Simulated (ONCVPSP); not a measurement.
tantalum: one change to an ONCV potential, before and after

| Item | Value |
| --- | --- |
| Element | Ta |
| Generator | ONCVPSP 4.0.1 |
| Type | optimised norm-conserving Vanderbilt (ONCV) |
| Functional | revPBE |
| Relativity | scalar-relativistic |
| Frozen core | [Kr] 4d10 4f14 |
| Valence charge | 13 |
| Reference configuration | 5s2 5p6 5d3 6s1 (charge +1) |
| Partial waves | 5s+6s: rc 1.65 bohr, ncon 3, nbas 6, qcut 7.9 1/bohr, 2 projectors; 5p: rc 2.05 bohr, ncon 3, nbas 7, qcut 7.9 1/bohr, 2 projectors, debl 2.5 Ha; 5d: rc 2.35 bohr, ncon 4, nbas 9, qcut 6.5 1/bohr, 3 projectors, debl 2.7 Ha |
| Local potential | polynomial inside 1.45 bohr (lpopt 5, dvloc0 3 Ha) |
| Core correction | none |

All-electron outer shells of the reference configuration (revPBE, scalar-relativistic, ld1.x):

```csv
shell,level (eV),outermost node (bohr),outermost maximum (bohr)
5s,-80.15,0.54,0.98
5p,-46.57,0.58,1.13
4f,-31.84,–,0.44
6s,-11.52,1.32,2.68
5d,-10.41,0.65,1.56
```

Change: p: qcut 9.3.

Cutoffs: the cutoffs (Ha) at which the residual kinetic energy of the hardest occupied pseudo-wave falls to 1 and 0.1 mHa per electron; they do not see the model core or the augmentation charge, which bear on the density cutoff. Errors are all-electron minus pseudo energies relative to the spin-unpolarised reference configuration.

Task: How do hardness, ghosts and transferability respond?

Result: The potential gets neither clearly harder nor softer (22 Ha and 26 Ha → 22 Ha and 26 Ha); the s channel sets the loose cutoff, while the largest relative change is in p, which becomes harder; of the 4 tests that both files solve, the error grows in 0 and shrinks in 1 by more than 15 % and 0.3 meV (median size 4.6 → 4.6 meV); neither file shows a bound ghost.

| quantity | base | changed |
| --- | --- | --- |
| cutoff, loose | 22 Ha | 22 Ha |
| cutoff, tight | 26 Ha | 26 Ha |
| loose cutoff by channel | s 22 Ha, p 11 Ha, d 13 Ha | s 22 Ha, p 20 Ha, d 13 Ha |
| bound ghosts | none | none |
| GHOST(+) flags under 300 eV | none | none |
| error for 5s2 5p6 5d3 6s2, meV [ΔE -8.39 eV] | +5.4 | +5.4 |
| error for 5s2 5p6 5d3 6s0, meV [ΔE 14.83 eV] | +3.9 | +3.8 |
| error for 5s2 5p6 5d2 6s0, meV [ΔE 38.32 eV] | +3.5 | +3.0 |
| error for 5s2 5p6 5d2 6s2 6p1, meV [ΔE -5.42 eV] | +9.8 | +8.1 |
| s: phases at 1.67 bohr within 0.05 rad from the reference energy up to (Ha; the scan ends near 5) | to the end of the scan | to the end of the scan |
| p: phases at 2.08 bohr within 0.05 rad from the reference energy up to (Ha; the scan ends near 5) | to the end of the scan | to the end of the scan |
| d: phases at 2.38 bohr within 0.05 rad from the reference energy up to (Ha; the scan ends near 5) | to the end of the scan | to the end of the scan |
